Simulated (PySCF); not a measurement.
**Unknown compound**

Molecular formula: C5H12OSi3. Simulated spectra:

¹H NMR (300 MHz, computed): δ 6.65 (m, 1H), 6.15 (m, 1H), 5.98 (m, 1H), 5.89 (m, 1H), 5.79 (m, 1H), 5.78 (m, 1H), 5.72 (m, 1H), 5.35 (m, 1H), 4.45 (m, 1H), 4.09 (m, 1H), 2.19 (m, 1H), 1.73 (m, 1H).

¹³C{¹H} NMR (computed): δ 144.3 (CH2), 144.0 (C), 140.7 (CH), 136.0 (CH2), 33.2 (CH2).

How the numbers were obtained: shieldings: GIAO PBE0/pcSseg-1, GFN2-xTB structure, in PySCF (one conformer, no solvent, non-relativistic).

Referencing at the same level of theory: ¹H (σ = 31.72 ppm), ¹³C (σ = 186.93 ppm) vs TMS.

**Question.** Propose a structure and justify it.

**Answer.** 
- The formula gives 3 degrees of unsaturation (1 ring in the answer).
- 5 carbon signals for 5 carbons: no two carbons are equivalent.
- Carbon types of the structure: 1 × C, 1 × CH, 3 × CH2, leaving 5 H on heteroatoms.
- δC 144.3, 136.0: terminal =CH2 carbon; an sp2 carbon of a C=C bond.
- δC 144.0: fully substituted alkene carbon; an sp2 carbon of a C=C bond.
- δC 140.7: alkene CH; the olefinic region.
- δH 6.65, 6.15, 5.89, 5.79: hydrogen on a terminal =CH2 carbon; olefinic region.
- δH 5.98: hydrogen on an alkene CH; a vinylic proton, deshielded by the sp2 carbon and the C=C anisotropy.
- δH 5.35: hydrogen on a silicon bonded to 2 C, O, in a 6-membered ring.
- δH 2.19, 1.73: hydrogen on an allylic sp3 CH2 bonded to Si; allylic position.

Structure: `C=C[Si@@H]1CC(=C)[SiH2][SiH2]O1`.

The shifts were computed for this structure.

Shifts are as computed. Against solution values, carbons near 30 ppm lie about +3 ppm off and those near 130 ppm about +5 ppm. Of 1309 compounds with measured shifts, 239 miss one by over three times the rms of a fit or turn the order of signals round; such compounds aren't used in these exercises. No couplings were computed; multiplicities are counted from neighbouring protons, with m where these are inequivalent, close in shift, in a saturated or five-membered ring or joined by F or P, and br s for small geminal =CH2 splittings.
